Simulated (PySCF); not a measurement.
# Frontier orbitals and the lowest excitations

Compound: C₄H₃NO₃.
Structure used (GFN2-xTB), in Å, numbered top down from 1:
```
atom  x, y, z in Å
O1     2.134   -1.032   -0.548
C2     2.119    0.065   -0.079
O3     1.050    0.773    0.274
C4    -0.207    0.251    0.114
C5    -1.405    0.928    0.465
N6    -2.433    0.178    0.197
O7    -1.974   -0.977   -0.322
C8    -0.642   -0.952   -0.379
H9     3.012    0.673    0.137
H10   -1.518    1.904    0.888
H11   -0.131   -1.807   -0.772
```

Method used: TDDFT PBE0/def2-SVPD, vertical, gas phase, core orbitals frozen in the response (PySCF 2.14.0, density-fitted response routines).

Kohn–Sham orbitals with the atoms that hold most of them (Löwdin shares over 4%, at most four atoms; ? is withheld):

| orbital | ε (eV) | atoms |
| --- | --- | --- |
| HOMO-3 | -9.16 | O1 56%, N6 13%, C2 10%, O3 6% |
| HOMO-2 | -9.05 | N6 50%, O1 12%, O7 12%, C5 10% |
| HOMO-1 | -9.04 | C5 30%, N6 24%, O7 23%, C4 7% |
| HOMO | -7.85 | ? |
| LUMO | -1.05 | ? |
| LUMO+1 | -0.60 | N6 22%, C2 17%, C5 17%, O1 11% |
| LUMO+2 | 0.68 | C2 27%, O3 18%, H9 11%, C4 11% |

Q: Which atoms hold the LUMO, and with what shares?

A: C2 (bonded to 2 O and H) 21%; O1 (bonded to C) 19%; C8 (bonded to C, O and H) 17%; O7 (bonded to C and N) 10%. By element: carbon 38% or more, oxygen 30% or more.

Q: Give the leading atoms of the HOMO.

A: C8 (bonded to C, O and H) 26%; C4 (bonded to 2 C and O) 24%; N6 (bonded to C and O) 16%; O3 (bonded to 2 C) 13%. By element: carbon 50% or more, nitrogen 16%, oxygen 13% or more.

Q: The HOMO–LUMO gap is 6.80 eV. Where does the response calculation put the lowest singlet, and from which orbitals?

A: S1 is at 5.84 eV (f = 0.0016), 0.97 eV below the gap, made of HOMO-3→LUMO (58%), HOMO-3→LUMO+1 (19%), HOMO-2→LUMO (17%). Its leading pair isn't HOMO and LUMO; the energies of that pair differ by 8.11 eV. Without the coupling terms of the response equations the lowest excitation would equal the gap.

Q: One configuration dominates each of S2 and S3. Which, and how do the shares of the two leading atoms of either orbital change from the occupied to the empty one?

A: 
- S2 (5.95 eV, f 0.082), HOMO→LUMO (88%): C8 26% → 17%, C4 24% → at most 11%, C2 at most 13% → 21%, O1 at most 13% → 19%
- S3 (6.32 eV, f 0.080), HOMO→LUMO+1 (78%): C8 26% → at most 12%, C4 24% → at most 12%, N6 16% → 22%, C2 at most 13% → 17%

One conformer stands for the species.
